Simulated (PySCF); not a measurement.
**Pt (platinum, neutral) across methods**

[Xe] 4f14 5d9 6p1, one real determinant (an excited configuration). Calculation: PySCF 2.14, in aug-cc-pVDZ-PP with ECP60MDF; scalar relativity through the core potential.

```json
{"method": "r2SCANh", "E (hartree)": "-119.2176", "mean ε 5d α (eV)": "-9.133", "mean ε 5d β (eV)": "-8.358", "mean ε 6p α (eV)": "-2.583", "Σ⟨r²⟩ (bohr²)": "62.62", "⟨S²⟩": "2.001"}
{"method": "r2SCAN", "E (hartree)": "-119.2379", "mean ε 5d α (eV)": "-8.526", "mean ε 5d β (eV)": "-7.762", "mean ε 6p α (eV)": "-2.397", "Σ⟨r²⟩ (bohr²)": "62.53", "⟨S²⟩": "2.001"}
{"method": "TPSSh", "E (hartree)": "-119.1607", "mean ε 5d α (eV)": "-8.881", "mean ε 5d β (eV)": "-8.180", "mean ε 6p α (eV)": "-2.422", "Σ⟨r²⟩ (bohr²)": "63.61", "⟨S²⟩": "2.001"}
{"method": "HSE06", "E (hartree)": "-119.1926", "mean ε 5d α (eV)": "-9.479", "mean ε 5d β (eV)": "-8.745", "mean ε 6p α (eV)": "-2.426", "Σ⟨r²⟩ (bohr²)": "63.89", "⟨S²⟩": "2.001"}
{"method": "PBE0", "E (hartree)": "-119.1938", "mean ε 5d α (eV)": "-9.888", "mean ε 5d β (eV)": "-9.148", "mean ε 6p α (eV)": "-2.758", "Σ⟨r²⟩ (bohr²)": "63.79", "⟨S²⟩": "2.001"}
{"method": "M06-L", "E (hartree)": "-119.2547", "mean ε 5d α (eV)": "-8.348", "mean ε 5d β (eV)": "-7.577", "mean ε 6p α (eV)": "-2.041", "Σ⟨r²⟩ (bohr²)": "63.67", "⟨S²⟩": "2.001"}
{"method": "LDA", "E (hartree)": "-118.9980", "mean ε 5d α (eV)": "-8.490", "mean ε 5d β (eV)": "-7.805", "mean ε 6p α (eV)": "-2.349", "Σ⟨r²⟩ (bohr²)": "63.19", "⟨S²⟩": "2.000"}
{"method": "PBE", "E (hartree)": "-119.2338", "mean ε 5d α (eV)": "-8.325", "mean ε 5d β (eV)": "-7.643", "mean ε 6p α (eV)": "-2.278", "Σ⟨r²⟩ (bohr²)": "63.77", "⟨S²⟩": "2.000"}
{"method": "UHF", "E (hartree)": "-118.36628", "mean ε 5d α (eV)": "-13.911", "mean ε 5d β (eV)": "-12.959", "mean ε 6p α (eV)": "-3.757", "Σ⟨r²⟩ (bohr²)": "67.27", "⟨S²⟩": "2.002"}
```

⟨L²⟩ = 8.23 against 12 for a pure F term, so this real determinant mixes terms. Energies and moments cover only the electrons outside the core potential. Spin-orbit coupling, absent here, splits the open shell strongly.
